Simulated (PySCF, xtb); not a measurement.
Sn(OH)3 (H3O3Sn), SMILES [OH][Sn+]([OH])[OH], charge +1. The values are those of a single conformer.

Harmonic wavenumbers (cm⁻¹) from GFN2-xTB in xtb at its own minimum, in rising order: 77, 113, 134, 162, 287, 321, 441, 591, 613, 765, 807, 879, 3304, 3354, 3428.

What does PBE0-D3(BJ)/def2-SVP (PySCF 2.14.0) give at its own minimum? (An estimate is asked for; the answer gives what the named calculation found.)

140, 143, 147, 243, 307, 348, 645, 708, 714, 847, 888, 921, 3794, 3802, 3813. Paired by order, the mean absolute difference is 146 cm⁻¹ and the zero-point energies are 21.8 and 25.0 kcal/mol.
